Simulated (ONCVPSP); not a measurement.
**Zr (Z = 40): from the effect back to the setting (ONCV)**

Base potential:

- Element: zirconium (Zr)
- Generator: ONCVPSP 4.0.1
- Type: optimised norm-conserving Vanderbilt (ONCV)
- Functional: PBE
- Relativity: scalar-relativistic
- Frozen core: [Ar] 3d10
- Valence charge: 12
- Reference configuration: 4s2 4p6 4d3 5s1
- Partial waves: 4s+5s: rc 2.25 bohr, ncon 5, nbas 9, qcut 5.7 1/bohr, 2 projectors; 4p: rc 1.55 bohr, ncon 4, nbas 7, qcut 6.4 1/bohr, 2 projectors, debl 3.1 Ha; 4d: rc 2.90 bohr, ncon 3, nbas 8, qcut 4.7 1/bohr, 2 projectors, debl 3.2 Ha
- Local potential: polynomial inside 1.40 bohr (lpopt 5, dvloc0 0 Ha)
- Core correction: Teter function fitted to the true core (icmod 2), fcfact 0.6

Cutoffs, loose and tight: the cutoffs (Ha) at which the residual kinetic energy of the hardest occupied pseudo-wave falls to 1 and 0.1 mHa per electron. They do not see the model core or the augmentation charge, which bear on the density cutoff. Test errors are all-electron minus pseudo excitation energies from the reference, over the configurations 4s2 4p6 4d2 5s2; 4s2 4p6 4d2 5s1; 4s2 4p6 4d2 5s0; 4s2 4p6 4d3 5s0; variants that change the core or the reference have their own tests.

Only the scale of all radii but the core radius (base = 1) is moved:

| scale of all radii but the core radius (base = 1) | cutoff, loose | cutoff, tight | bound ghosts | largest test error (meV) | median size of the test errors |
| --- | --- | --- | --- | --- | --- |
| 0.77 | 38 Ha | 86 Ha | none | +5.4 | 2.7 meV |
| 0.85 | 35 Ha | 77 Ha | none | +9.8 | 4.1 meV |
| 0.91 | 22 Ha | 66 Ha | none | +14 | 5.9 meV |
| 0.97 | 19 Ha | 55 Ha | none | +18 | 7.7 meV |
| 1.11 | 13 Ha | 20 Ha | none | +30 | 12.9 meV |
| 1.2 | 9.3 Ha | 16 Ha | none | +39 | 17.1 meV |
| 1.24 | 9.4 Ha | 12 Ha | none | -236 | 39.7 meV |
| 1.32 | 9.9 Ha | 12 Ha | none | -269 | 47.3 meV |

Q: One more run gave cutoff, loose: 16 Ha; cutoff, tight: 30 Ha; bound ghosts: none; largest test error (meV): +25; median size of the test errors: 10.7 meV. Which value of the scale of all radii but the core radius (base = 1) was used?

A: 1.05. The median size of the test errors moves one way along this sweep, from 2.7 meV at 0.77 to 47.3 meV at 1.32, which places the run between 0.97 and 1.11.
